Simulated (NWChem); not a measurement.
System meant: SeO2, triplet; SMILES of the neutral closed-shell parent O=[Se]=O

Here is an NWChem input.

```
start job
memory heap 200 mb stack 700 mb global 900 mb
geometry units angstroms noautoz
  O      1.223318     0.000000    -0.706404
  Se     0.000000     0.000000     0.503111
  O     -1.223318     0.000000    -0.706404
end
basis spherical
  O library def2-svp
  Se library def2-svp
end
dft
  odft
  mult 3
  xc b3lyp
  iterations 4
  mulliken
end
task dft energy
```

End of the output:

```
     --------------------------
     Expectation value of S2:
     --------------------------
      <S2> =      2.0158 (Exact =     2.0000)

 center of mass
 --------------
 x =   0.00000000 y =   0.00000000 z =   0.07214585

 moments of inertia (a.u.)
 ------------------
         118.917662288150           0.000000000000           0.000000000000
           0.000000000000         289.875178709318           0.000000000000
           0.000000000000           0.000000000000         170.957516421168

     Multipole analysis of the density
     ---------------------------------

     L   x y z        total         alpha         beta         nuclear
     -   - - -        -----         -----         ----         -------
     0   0 0 0     -0.000000    -26.000000    -24.000000     50.000000

     1   1 0 0     -0.000000      0.000000     -0.000000      0.000000
     1   0 1 0      0.000000      0.000000     -0.000000      0.000000
     1   0 0 1      1.268482      1.440854     -0.172372     -0.000000

     2   2 0 0    -22.073536    -58.773632    -48.805864     85.505960
     2   1 1 0      0.000000      0.000000      0.000000      0.000000
     2   1 0 1     -0.000000     -0.000000     -0.000000      0.000000
     2   0 2 0    -20.451580    -11.523519     -8.928061      0.000000
     2   0 1 1      0.000000      0.000000     -0.000000      0.000000
     2   0 0 2    -21.205981    -41.600733    -36.444596     56.839348

 ------------------------------------------------------------------------
 dft energy failed                                                                                  0
 ------------------------------------------------------------------------
 ------------------------------------------------------------------------
  current input line :
    19: task dft energy
 ------------------------------------------------------------------------
 ------------------------------------------------------------------------
 This type of error is most commonly associated with calculations not reaching convergence criteria
 ------------------------------------------------------------------------
 For more information see the NWChem manual at https://nwchemgit.github.io

0:dft energy failed:Received an Error in Communication
```

Task: What is wrong, and how is it mended?

Result: The run did not converge; its last values are not results. Cause: the SCF was allowed too few iterations. This input runs:
```
start job
memory heap 200 mb stack 700 mb global 900 mb
geometry units angstroms noautoz
  O      1.223318     0.000000    -0.706404
  Se     0.000000     0.000000     0.503111
  O     -1.223318     0.000000    -0.706404
end
basis spherical
  O library def2-svp
  Se library def2-svp
end
dft
  odft
  mult 3
  xc b3lyp
  iterations 150
  mulliken
end
task dft energy
```
It converges to -2551.46637 Ha (B3LYP/def2-SVP, spin-unrestricted).
